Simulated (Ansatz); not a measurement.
Input file for Ansatz (a program for electronic structure): U-CCSD(T)/cc-pVTZ on BrGaH2 (SMILES [GaH2][Br]), a point of a bond scan (R = 1.246 Å). The run froze 28 orbitals, filled d shells among them.

Ansatz 0.2 input:
```yaml
crystal:
  periodic: [false, false, false]
  atoms:
    - {symbol: Ga, position_ang: [-0.62727121, -0.97642227, 0.15641510]}
    - {symbol: H, position_ang: [-0.18188119, -1.76280910, 1.01415040]}
    - {symbol: H, position_ang: [-1.89600936, -1.10175241, -0.73821097]}
    - {symbol: Br, position_ang: [0.61177002, 0.95229282, -0.15254975]}
basis:
  gaussian:
    orbitals: cc-pVTZ
correlation: {method: ccsd_t, electrons: outside_noble_gas}
scf: {omitted_lower_state_checks: [cluster_reference]}
magnetization: {spin_polarized: true, initial_magnetization: 0}
```

Q: What total energy does the run end on?

A: -4497.1932 hartree (reference determinant -4496.9175, T1 diagnostic 0.009).

Q: How many basis functions does it have, and what does it roughly cost on one machine?

A: 114 functions; around 12 core-seconds (rough).
